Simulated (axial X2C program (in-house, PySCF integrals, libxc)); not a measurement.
## CI: cheaper levels and CCSD(T), 2c

All values were computed with an in-house all-electron X2C program for linear molecules (integrals from PySCF). Two-component (2c) means X2C with spin–orbit coupling and atomic mean-field two-electron Coulomb and Gaunt terms. Basis: I dyall-cv3z [11s12p8d4f1g], C dyall-v3z [7s6p2d1f] (cores contracted in-house); Gaussian nuclei, density fitting, unrestricted open shells. Masses: I 126.904 u, C 12.000 u.

State: Ω = 1/2 (⟨Sz⟩ = -0.50, ⟨Lz⟩ = 1.00 at HF); fragments I + C.

```tsv
level	Re (Å)	ωe (cm⁻¹)	De (eV)
PBE0	2.022	650.0	2.86
HF	2.057	613.9	0.680
CCSD	2.032	638.9	2.31
PW91	2.039	622.3	3.27
```

Correlated methods: 11 electrons correlated (number of frozen shells: I 4 s, 3 p, 2 d; C 1 s), 221 virtual spin orbitals or spinors in MP2, 90 natural virtuals in coupled cluster.

CCSD(T), same Hamiltonian and basis:

Re = 2.035 Å, ωe = 636.6 cm⁻¹, De = 2.55 eV; T1 = 0.032 (Lee–Taylor normalisation).

Give the differences from CCSD(T) in the columns below.



| level | ΔRe (Å) | Δωe (cm⁻¹) | ΔDe (eV) |
| --- | --- | --- | --- |
| PBE0 | -0.013 | 13 | 0.31 |
| HF | 0.022 | -23 | -1.87 |
| CCSD | -0.003 | 2 | -0.24 |
| PW91 | 0.004 | -14 | 0.72 |

The state is one determinant whose occupation by symmetry is held fixed; it was picked as the lowest of a PBE0 search that is not exhaustive. De is counted from the lowest determinant-based energies of the atoms at the same level, without counterpoise correction. Density functionals use the spin component along the axis (collinear). Coupled cluster ran in a truncated set of natural virtual spinors; the MP2 energy of the rest was added. (T) has no such correction and the atoms are truncated less, which lowers De at CCSD(T) by a hundredth of an eV or more. The 2c atoms are single determinants rather than J levels; their spin–orbit lowering is only partly caught, and De is too large by that part. This holds for PBE0, CCSD, PW91, CCSD(T). The functionals have no current-density term, which raises determinants with orbital currents, atoms included.
